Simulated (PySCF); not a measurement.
# Trend along the third period: MIn molecules

CCSD(T) with double-zeta basis sets in PySCF, for the lowest determinant that a PBE0 search found; no spin–orbit coupling. De refers to high-spin ground-configuration atoms.

| M | basis | reference, frozen orbitals | state (unpaired electrons) | Re (Å) | ωe (cm⁻¹) | De (eV) |
| --- | --- | --- | --- | --- | --- | --- |
| Na | def2-SVP | RHF, 5 | singlet (closed shell) | 3.321 | 138 | 0.70 |
| Mg | x2c-SVPall | ROHF, 19 | doublet (π ↑) | 3.075 | 134 | 0.29 |
| Al | def2-SVP | UHF, 9 | triplet (σ ↑, π ↑) | 2.877 | 209 | 1.15 |
| Si | def2-SVPD | UHF, 9 | quartet (σ ↑, π ↑↑) | 2.653 | 256 | 2.05 |
| P | x2c-SVPall | UHF, 23 | triplet (π ↑↑) | 2.665 | 250 | 1.37 |
| Cl | def2-SVP | RHF, 9 | singlet (closed shell) | 2.423 | 338 | 4.12 |

The shortest bond is that of InCl (2.423 Å), the longest that of NaIn (3.321 Å). InCl is bound most strongly (4.12 eV) and MgIn least (0.29 eV).

The rows differ in basis set, which adds steps of its own.

The state changes along the series, so neighbouring rows are not always alike in their bonding.

Correlated steps freeze the inner cores (5 to 23 orbitals); shallow outer-core shells are correlated. UHF and ROHF references stand side by side, which adds small steps between rows. Weak bonds: MgIn. Basis-set superposition, not corrected here, can be much of De in a small basis, most of all at correlated wavefunction levels. Spin–orbit coupling is left out, which matters for elements this heavy, above all for dissociation energies. Where the molecule has an RHF reference, its open-shell atoms are computed with UHF. States were picked by a PBE0 search and need not be the measured ground states.
